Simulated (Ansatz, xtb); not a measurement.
C3H5Be: which of two isomers lies lower

Structure a: `[BeH]/[CH]=C/[CH2]`, a doublet. Structure b: `[Be]/[CH]=C/C`, a doublet. Both are isolated molecules in the gas phase, relaxed with PBE0-D3(BJ)/def2-SVP; the shapes shown needn't be the lowest conformers.

a (Å):

```xyz
9

C     0.9638    0.1535   -0.3962
C     1.0061   -0.7484   -1.4721
C     1.0583   -2.1231   -1.3559
Be    0.9007    1.8128   -0.5019
H     0.8499    3.1461   -0.5875
H     0.9761   -0.3450    0.5882
H     0.9977   -0.3444   -2.4939
H     1.0697   -2.6010   -0.3714
H     1.0895   -2.7724   -2.2341
```

b (Å):

```xyz
9

C     0.4023    0.4207   -0.3926
C     1.1170   -0.8377   -0.7585
C     1.6032   -1.1590   -1.9760
Be    2.3913   -2.6176   -2.2506
H    -0.6063    0.2010   -0.0029
H     0.9337    0.9545    0.4137
H     0.3038    1.0980   -1.2534
H     1.2396   -1.5482    0.0742
H     1.4473   -0.4048   -2.7651
```

**Question.** Estimate which is lower in electronic energy at CCSD(T)/def2-SVP, and by roughly how much.

**Answer.** Too close to call at this level: CCSD(T)/def2-SVP gives E(b) − E(a) = +0.061 eV.

Level by level:

| level | geometry | E(b) − E(a) (eV) | departure from the last row (eV) | job, with rough time for the two |
| --- | --- | --- | --- | --- |
| GFN2-xTB | GFN2-xTB | +1.202 | +1.141 | optimisation, 0.56 s |
| HF/STO-3G | GFN2-xTB | +0.415 | +0.355 | single point, 0.56 s |
| r2SCAN-D4/def2-SVP | GFN2-xTB | +0.228 | +0.168 | single point, 7.5 s |
| PBE0-D3(BJ)/def2-SVP | PBE0-D3(BJ)/def2-SVP | +0.156 | +0.096 | optimisation, 66 s |
| HF/def2-SVP | PBE0-D3(BJ)/def2-SVP | +0.462 | +0.402 | part of the CCSD(T) run |
| MP2/def2-SVP | PBE0-D3(BJ)/def2-SVP | −0.206 | −0.266 | part of the CCSD(T) run |
| CCSD(T)/def2-SVP | PBE0-D3(BJ)/def2-SVP | +0.061 |  | single point, 27 s |

As drawn, b has 1 C–H in place of 1 Be–H.

MP2/def2-SVP puts the two in the other order. The largest departure from CCSD(T)/def2-SVP is that of GFN2-xTB, 1.141 eV. MP2 in a larger basis moves the difference by −0.021 eV, a step that isn't added because spin contamination makes open-shell MP2 unreliable in this search.

With harmonic frequencies from PBE0-D3(BJ)/def2-SVP (ideal gas, rigid rotor, one conformer each, 298.15 K, 1 atm): the zero-point term adds +0.138 eV; ΔH is +0.199 and ΔG +0.195 eV.

Open shells are spin-unrestricted, with notable spin contamination under HF/STO-3G, HF/def2-SVP, MP2/def2-SVP, CCSD(T)/def2-SVP. The correlated steps freeze 3 core orbitals; the last core shell of Be is correlated, in a basis made for valence electrons. Codes used: Ansatz 0.2.0, xtb 6.7.1; the last row on 1 thread of Intel(R) Xeon(R) Platinum 8375C CPU @ 2.90GHz (Ice Lake) on a shared host.
